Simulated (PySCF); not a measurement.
Spin states of TlPb

Unrestricted PBE0; Tl def2-SVP with ECP60, Pb def2-SVP with ECP60; scalar-relativistic core potentials (PySCF 2.14). Outer shells of the fragments: Tl 5d10 6s2 6p1; Pb 5d10 6s2 6p2.

Followed along the bond (rough minima from three points):

```tsv
2Ms+1	unpaired	⟨S²⟩ at the start	R at minimum (Å)	Te (eV)
4	σ ↑, π ↑↑	3.75	2.98	0.00
2	σ ↓, π ↑↑	1.76	2.98	0.41
2	σ ↑, π ↑↓	1.76	2.98	0.42
2	π ↑	0.75	3.20	0.63
2	σ ↑	0.75	2.99	0.95
```

Solutions found at the starting distance of 2.825 Å, counted from the lowest of them; the search is not exhaustive and high or unbound solutions are not listed, so other states can lie among these:

| 2Ms+1 | unpaired | term | E (eV) | ⟨S²⟩ | ⟨Lz²⟩ | μ (D) |
| --- | --- | --- | --- | --- | --- | --- |
| 4 | σ ↑, π ↑↑ | ⁴Σ⁻ | 0.00 | 3.75 | 0.00 | -1.40 |
| 2 | σ ↓, π ↑↑ | mixed | 0.40 | 1.76 | 0.00 | -1.31 |
| 2 | σ ↑, π ↑↓ | mixed | 0.42 | 1.76 | 2.01 | -1.18 |
| 2 | π ↑ | ²Π | 0.89 | 0.75 | 1.00 | -0.20 |
| 2 | σ ↑ | mixed | 0.96 | 0.75 | 2.00 | -0.72 |
| 2 | π ↑ | ²Π | 1.17 | 0.78 | 1.00 | -1.53 |
| 4 | π ↑↑↑ | ⁴Π | 2.21 | 3.75 | 1.00 | 0.56 |
| 4 | σ ↑, π ↑↑ | mixed | 2.23 | 3.76 | 2.01 | 2.55 |

A term symbol is given only where ⟨S²⟩ and ⟨Lz²⟩ are close to those of a pure state; real π, δ and φ orbitals otherwise mix terms. A positive dipole means Tl(−)Pb(+).

Spin–orbit coupling is left out, which matters for elements this heavy, above all for dissociation energies.
